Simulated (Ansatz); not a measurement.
`[CH3][Al]([NH2])[Br]` + H₂S → `[CH3][Al]([SH])[Br]` + NH₃ at 298.15 K and 1 bar (ligand exchange at the Al–N bond).

Computed with Ansatz on PBE0-D4/def2-TZVP structures; ΔE is electronic, products minus reactants. CCSD(T)/CBS is the MP2 limit (def2-TZVPP, def2-QZVPP) plus CCSD(T) − MP2 in def2-TZVPP, frozen cores. This one scheme is used for every species. For Br outer-core shells are correlated without core-valence functions, which leaves a few kJ/mol of doubt a bond. Scalar relativity is left out up to krypton. One conformer a species, not always the lowest.

| species | CCSD(T)/CBS energy (Eh) | H − E (kJ/mol) | S (J/(mol·K)) |
| --- | --- | --- | --- |
| `[CH3][Al]([NH2])[Br]` | -2911.22635 | 185.7 | 355.7 |
| H₂S | -398.97279 | 49.9 | 205.7 |
| `[CH3][Al]([SH])[Br]` | -3253.69870 | 143.6 | 370.7 |
| NH₃ | -56.50880 | 100.5 | 192.4 |

H − E and S are ideal-gas, rigid-rotor, harmonic terms from PBE0-D4/def2-TZVP, for one conformer and one mirror image of each species. 1 Eh = 2625.50 kJ/mol, R = 8.31446 J/(mol·K).

Q: By hand: ΔE, ΔH, ΔS and ΔG.

A: ΔE = (-3253.69870) + (-56.50880) − (-2911.22635) − (-398.97279) = -0.00836 Eh = -21.9 kJ/mol. Δ(H − E) = 143.6 + 100.5 − 185.7 − 49.9 = 8.5, so ΔH = -13.4 kJ/mol. ΔS = 370.7 + 192.4 − 355.7 − 205.7 = 1.7 J/(mol·K). ΔG = -13.4 − 298.15 × (1.7)/1000 = -13.9 kJ/mol.

Q: By hand: the equilibrium constant, and the temperature at which ΔG would vanish if ΔH and ΔS stayed fixed.

A: log₁₀ K = −ΔG/(RT ln 10) = 2.4. ΔH and −TΔS have one sign here, so there is no such temperature.

The number of gas molecules stays the same, so ΔS is small and ΔH decides. A doubt of 5 kJ/mol in ΔE shifts log₁₀ K by 0.9 here. Other conformers and mirror images would add mixing entropy, several J/(mol·K) or more a flexible species. Modes under 60 cm⁻¹, often nearly free rotors, make the harmonic entropy too high. These are equilibria of isolated gas molecules and say nothing of rates. Largest T1 diagnostic: 0.009 (customary marks: 0.02 for closed shells, 0.045 for open ones).

ΔS is within the doubt of such terms, so its sign, and with it that verdict, could turn.
